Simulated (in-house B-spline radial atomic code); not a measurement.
Successive ionisation energies of tin; each step leads to the configuration of the next row (after the last: [Ar] 3d3). Dirac energy differences include first-order Breit, QED and recoil terms. NIST's values go from ground level to ground level; the uncertainty of those that are theory runs from under 0.1 % in few-electron ions to several per cent in heavy many-electron ones. Computed with a B-spline radial code for spherical atoms: Dirac-Hartree-Fock, average of the configuration, finite nuclei.

| ion | configuration | ionisation energy (eV) | tabulated value (eV) | computed minus tabulated (eV) | highest orbital | largest mean radius (bohr) |
| --- | --- | --- | --- | --- | --- | --- |
| Sn16+ | [Ar] 3d10 4s2 4p4 | 440.0 | 437 | 3.0 | 4p3/2 | 0.78078 |
| Sn17+ | [Ar] 3d10 4s2 4p3 | 469.4 | 466 | 3.4 | 4p3/2 | 0.77163 |
| Sn18+ | [Ar] 3d10 4s2 4p2 | 499.4 | 506 | -6.6 | 4p3/2 | 0.76277 |
| Sn19+ | [Ar] 3d10 4s2 4p1 | 529.9 | 537 | -7.1 | 4p3/2 | 0.75419 |
| Sn20+ | [Ar] 3d10 4s2 | 607.2 | 608 | -0.8 | 4s1/2 | 0.71931 |
| Sn21+ | [Ar] 3d10 4s1 | 641.0 | 642.35 | -1.4 | 4s1/2 | 0.71193 |
| Sn22+ | [Ar] 3d10 | 1131.1 | 1127 | 4.1 | 3d5/2 | 0.33332 |
| Sn23+ | [Ar] 3d9 | ? | ? | ? | ? | ? |
| Sn24+ | [Ar] 3d8 | 1276.9 | 1269 | 7.9 | 3d5/2 | 0.32792 |
| Sn25+ | [Ar] 3d7 | ? | ? | ? | ? | ? |
| Sn26+ | [Ar] 3d6 | 1429.1 | 1421 | 8.1 | 3d5/2 | 0.32301 |
| Sn27+ | [Ar] 3d5 | ? | ? | ? | ? | ? |
| Sn28+ | [Ar] 3d4 | 1587.6 | 1596 | -8.4 | 3d5/2 | 0.31815 |

**Question.** Fill in the row of Sn23+.

**Answer.** ionisation energy (eV): 1203.2; tabulated value (eV): 1195; computed minus tabulated (eV): 8.2; highest orbital: 3d5/2; largest mean radius (bohr): 0.3304.

**Question.** Fill in the row of Sn25+.

**Answer.** ionisation energy (eV): 1352.2; tabulated value (eV): 1347; computed minus tabulated (eV): 5.2; highest orbital: 3d5/2; largest mean radius (bohr): 0.32546.

**Question.** Fill in the row of Sn27+.

**Answer.** ionisation energy (eV): 1507.5; tabulated value (eV): 1508; computed minus tabulated (eV): -0.5; highest orbital: 3d5/2; largest mean radius (bohr): 0.32057.

**Question.** Where is the largest jump?

**Answer.** From Sn21+ to Sn22+, by a factor of 1.76 (640.98 to 1131.1 eV); the highest orbital goes from 4s1/2 to 3d5/2.

Where a p, d or f electron is removed, the computed value is a mean over both j, so it misses the tabulated one by a part of the spin-orbit splitting; averaging over terms and missing correlation add to the gap, relatively most at low charge.
